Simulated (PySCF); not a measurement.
Compound: C₆H₇BN₂.
Geometry (PBE0-D3(BJ)/def2-SVP, Å), atoms numbered from 1 in this order:
```
atom  x, y, z in Å
B1     2.5321   -0.3975    0.2578
N2     0.9328   -0.3919    0.3223
C3     0.2920   -1.5669    0.2445
C4    -1.0888   -1.6701    0.2787
C5    -1.8507   -0.5094    0.4028
C6    -1.1935    0.7096    0.4840
C7     0.2049    0.7341    0.4399
C8     0.8642    2.0072    0.5180
N9     1.2173    3.1085    0.5870
H10    2.9078    0.7385    0.4719
H11    2.8854   -1.2021    1.1112
H12    2.8030   -0.7920   -0.8714
H13    0.9451   -2.4364    0.1536
H14   -1.5549   -2.6539    0.2110
H15   -2.9411   -0.5535    0.4361
H16   -1.7345    1.6511    0.5813
```

All values: PBE0/pcSseg-1 and CAM-B3LYP/def2-SVPD (PySCF, non-relativistic), on one gas-phase PBE0-D3(BJ)/def2-SVP geometry that isn't relaxed in the solvent. The solvent is an IEF-PCM continuum (van der Waals radii × 1.2). Specific hydrogen bonds and non-electrostatic terms are outside this model.

Gas phase at PBE0/pcSseg-1: HOMO -7.70 eV, LUMO -2.92 eV, dipole 8.52 D.

Q: What does the continuum do to the energy, the frontier levels and the dipole at PBE0/pcSseg-1 in benzene and chloroform?

A: 
```
   solvent      ε  E(solvent) − E(gas) (kcal/mol)  polarisation term (kcal/mol)  distortion of the solute (kcal/mol)  HOMO (eV)  LUMO (eV)  dipole (D)
   benzene  2.271                           -6.00                         -6.79                                 0.79      -7.84      -2.74        9.85
chloroform  4.711                           -9.57                        -11.56                                 1.99      -7.93      -2.65       10.65
```

Polarisation term: ½ Σ q·V over the induced surface charges. Distortion: the rise of the solute's own energy as its density leaves the gas-phase optimum. From benzene to chloroform the lowering changes by a factor 1.59, Onsager's factor (ε − 1)/(2ε + 1) by 1.55 and ε itself by 2.1.

Q: Which radius a makes the point-dipole formula ΔE = −[(ε − 1)/(2ε + 1)]·μ²/a³ give the value in chloroform, with the gas-phase dipole?

A: μ = 3.354 au and |ΔE| = 0.01525 Eh give a = 3.39 Å; the farthest nucleus lies 3.44 Å from the centroid of the nuclei. The formula assumes a rigid point dipole at the centre of a sphere.

Q: Give the dipole vector in the frame of the coordinates (D, pointing from negative to positive charge), gas and chloroform.

A: Gas (-7.72, -3.62, -0.02), solvent (-9.62, -4.56, -0.01). Its length changes by +25 % and its direction by less than 1°.

Q: Which Mulliken charges (PBE0/pcSseg-1) respond most in benzene (means over atoms taken as equivalent)?

A: 
| atoms | environment | gas (e) | solvent (e) | change |
| --- | --- | --- | --- | --- |
| N9 | nitrile nitrogen | -0.209 | -0.243 | -0.034 |
| H10/H11/H12 | B–H hydrogen | -0.041 | -0.056 | -0.015 |
| C8 | nitrile carbon | +0.119 | +0.131 | +0.012 |
| H15 | aromatic hydrogen | +0.127 | +0.138 | +0.011 |
| H14 | aromatic hydrogen | +0.130 | +0.141 | +0.011 |
| C6 | aromatic CH carbon | -0.093 | -0.084 | +0.009 |
| C5 | aromatic CH carbon | +0.031 | +0.040 | +0.009 |
| H16 | aromatic hydrogen | +0.134 | +0.143 | +0.009 |

Q: Which Mayer bond orders change most in benzene?

A: 
```csv
bond,length (Å),gas,solvent,change
B1–N2,1.601,0.595,0.608,+0.013
C8–N9,1.159,2.974,2.984,+0.010
C7–N2,1.346,1.217,1.210,-0.007
B1–H11,1.225,0.947,0.954,+0.007
B1–H12,1.226,0.948,0.955,+0.007
C5–C6,1.387,1.442,1.436,-0.006
C4–C5,1.394,1.386,1.390,+0.004
C6–C7,1.399,1.329,1.333,+0.004
```

Q: How do the nuclear quadrupole coupling constants eQVzz/h respond in benzene?

A: 
```csv
nucleus,Q (barn),gas (MHz),solvent (MHz),η gas,η solvent
11B at B1,0.04059,2.42,2.30,0.13,0.11
14N at N2,0.02044,-2.73,-2.55,0.10,0.05
14N at N9,0.02044,-4.74,-4.56,0.10,0.07
```

Gas phase at CAM-B3LYP/def2-SVPD: HOMO -9.05 eV, LUMO -1.89 eV, dipole 8.62 D.

Q: What does the continuum do to the energy, the frontier levels and the dipole at CAM-B3LYP/def2-SVPD in benzene?

A: 
```
solvent      ε  E(solvent) − E(gas) (kcal/mol)  polarisation term (kcal/mol)  distortion of the solute (kcal/mol)  HOMO (eV)  LUMO (eV)  dipole (D)
benzene  2.271                           -6.14                         -6.95                                 0.81      -9.17      -1.69        9.99
```

Q: How does the static polarisability (CAM-B3LYP/def2-SVPD, frozen core, with the continuum's full static response) change?

A: 
```csv
medium,isotropic (au),principal values (au),⟨r²⟩ of the electrons (bohr²)
gas,100.4,"61.0, 112.5, 127.8",1128.2
benzene,115.6,"68.9, 128.7, 149.3",1129.0
```

The isotropic value in benzene is 1.15 times the gas-phase one; no cavity-field correction is applied. ⟨r²⟩ is taken about the centre of nuclear charge.

Hardware: one thread, Arm Neoverse V2 (aarch64), no GPU, shared host with 48 logical CPUs at a one-minute load of 11. Cost: 19 s, 1.0 GiB resident at most. This is the whole shielding run at PBE0/pcSseg-1 in chloroform, SCF included.
